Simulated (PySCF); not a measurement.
Ag(F) anion (AgF), SMILES [F][Ag] (connectivity only; charge and spin as stated), charge -1, multiplicity 2. Atoms are numbered in the order given.

```xyz
2

Ag     0.0000     0.0000    -0.3397
F      0.0000     0.0000     1.7741
```
Charge -1, spin multiplicity 2.

Geometry: r2SCAN-D4/def2-TZVPD. The spin state was assumed, not searched. The def2 effective core potentials stand for the cores of Ag; spin–orbit coupling is left out.

Method: r2SCAN/def2-TZVPD (PySCF).

Mulliken values depend strongly on the basis, most of all with diffuse functions as here. ESP charges are fitted to the potential on shells at 1.4 to 2.0 van der Waals radii. Atomic charges (e):

```
atom  Mulliken     ESP fit  Mulliken spin
----  --------  ----------  -------------
Ag1      -0.25  (withheld)           1.00
F2       -0.75  (withheld)           0.00
```

**Question.** Fill in the missing entries. (The exact figures need the calculation; the answer reports its results.)

**Answer.** 
- Ag1, ESP fit: -0.54
- F2, ESP fit: -0.46
